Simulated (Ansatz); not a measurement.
```yaml
crystal:
  periodic: [false, false, false]
  atoms:
    - {symbol: C, position_ang: [0.273607, -1.264898, 0.977748]}
    - {symbol: O, position_ang: [0.051404, -0.177822, 0.132684]}
    - {symbol: Ti, position_ang: [-0.235760, 1.172555, -0.917688]}
    - {symbol: F, position_ang: [-1.317578, 0.684270, -2.212644]}
    - {symbol: F, position_ang: [1.289138, 1.716554, -1.599256]}
    - {symbol: F, position_ang: [-0.969287, 2.478981, -0.000697]}
    - {symbol: H, position_ang: [-0.092865, -1.032690, 1.980790]}
    - {symbol: H, position_ang: [-0.253955, -2.142400, 0.595662]}
    - {symbol: H, position_ang: [1.343797, -1.480849, 1.026300]}
basis:
  gaussian: {orbitals: aug-cc-pVDZ}
magnetization: {spin_polarized: true, initial_magnetization: 1}
hamiltonian: {xc: {name: RPBE}}
```

```sh
$ ansatz run in.yaml --threads 4 --pin off --events-out ev --progress --plain --max-ram 11315MiB
```

Question: How does Ansatz answer? (Estimate.)

Answer: Ansatz gave: The input was rejected before any iteration.
```
Error: a molecule whose nuclei and cores have a total charge of 66 cannot have a net charge of 0 together with 1 unpaired electrons
```
